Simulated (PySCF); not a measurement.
Dipole moment and polarisability across levels of theory

C3H2ClNSe.
SMILES: `ClC1=C[Se]C=N1`

PySCF, dipoles from the SCF density, polarisabilities from static response with core orbitals frozen. Geometry: PBE0-D3(BJ)/def2-SVP; no solvent, vibrations or thermal averaging. The LDA/def2-SVPD calculation is non-relativistic and has no spin–orbit coupling, an omission that weighs most on selenium.

The anisotropy is √(½[(α1 − α2)² + (α2 − α3)² + (α3 − α1)²]).

```json
{"level": "LDA/def2-SVPD", "μ (D)": "2.743", "α (Å³)": "12.15", "anisotropy (Å³)": "7.61"}
{"level": "PBE/def2-SVPD", "μ (D)": "2.706", "α (Å³)": "12.13", "anisotropy (Å³)": "7.64"}
{"level": "B3LYP/def2-SVPD", "μ (D)": "2.835", "α (Å³)": "11.85", "anisotropy (Å³)": "7.31"}
{"level": "PBE0/def2-SVPD", "μ (D)": "2.816", "α (Å³)": "11.71", "anisotropy (Å³)": "7.19"}
{"level": "BHandHLYP/def2-SVPD", "μ (D)": "2.917", "α (Å³)": "11.47", "anisotropy (Å³)": "6.92"}
{"level": "CAM-B3LYP/def2-SVPD", "μ (D)": "2.927", "α (Å³)": "11.62", "anisotropy (Å³)": "7.04"}
{"level": "wB97X-D/def2-SVPD", "μ (D)": "2.923", "α (Å³)": "11.65", "anisotropy (Å³)": "7.00"}
{"level": "LC-wPBE/def2-SVPD", "μ (D)": "2.962", "α (Å³)": "11.33", "anisotropy (Å³)": "6.76"}
{"level": "HF/def2-SVPD", "μ (D)": "2.892", "α (Å³)": "11.19", "anisotropy (Å³)": "6.51"}
{"level": "PBE0/6-31G*", "μ (D)": "2.691", "α (Å³)": "9.43", "anisotropy (Å³)": "7.90"}
{"level": "PBE0/def2-SVP", "μ (D)": "2.671", "α (Å³)": "9.33", "anisotropy (Å³)": "7.33"}
{"level": "PBE0/aug-cc-pVDZ", "μ (D)": "2.720", "α (Å³)": "11.82", "anisotropy (Å³)": "7.25"}
{"level": "PBE0/def2-TZVP", "μ (D)": "2.639", "α (Å³)": "11.01", "anisotropy (Å³)": "7.56"}
{"level": "PBE0/def2-TZVPD", "μ (D)": "2.700", "α (Å³)": "11.95", "anisotropy (Å³)": "7.35"}
```

The dipole runs from 2.64 D (PBE0/def2-TZVP) to 2.96 D (LC-wPBE/def2-SVPD). No reference polarisability is at hand; against PBE0 in the largest diffuse basis at hand (def2-TZVPD) the other PBE0 rows deviate by 6-31G* -21%, def2-SVP -22%, def2-SVPD -2%, aug-cc-pVDZ -1%, def2-TZVP -8%. In one basis (def2-SVPD) the functionals order the polarisability from HF (lowest) to LDA (highest), a spread of 9%. With PBE0 the polarisability is 9.92 Å³ without diffuse functions (mean of 6-31G*, def2-SVP and def2-TZVP) and 11.83 Å³ with them (mean of def2-SVPD, aug-cc-pVDZ and def2-TZVPD).
